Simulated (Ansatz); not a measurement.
System: NaF, net charge 1, doublet state. SMILES of the parent species: [F][Na]

Atoms: Na1, F2. Bonds: Na1-F2.

Bond lengths (Å) and angles (degrees) optimised at HF/6-31G* with Ansatz (a first-principles code); PBE/6-31G* with Ansatz; B3LYP/LANL2DZ with Ansatz; MP2/6-31G* with Ansatz, each started from the B3LYP-D3(BJ)/def2-TZVP structure (Ansatz) of the last column. A row stands for all coordinates that are equal there. 6-31G* holds six Cartesian d functions.

```
coordinate  HF/6-31G*  PBE/6-31G*  B3LYP/LANL2DZ  MP2/6-31G*  B3LYP-D3(BJ)/def2-TZVP
----------  ---------  ----------  -------------  ----------  ----------------------
Na1-F2          2.451       2.416          2.541       2.441                   2.497
```

Mean signed difference of all 1 bond lengths from B3LYP-D3(BJ)/def2-TZVP: HF/6-31G* -0.046 Å, PBE/6-31G* -0.081 Å, B3LYP/LANL2DZ 0.044 Å, MP2/6-31G* -0.056 Å.
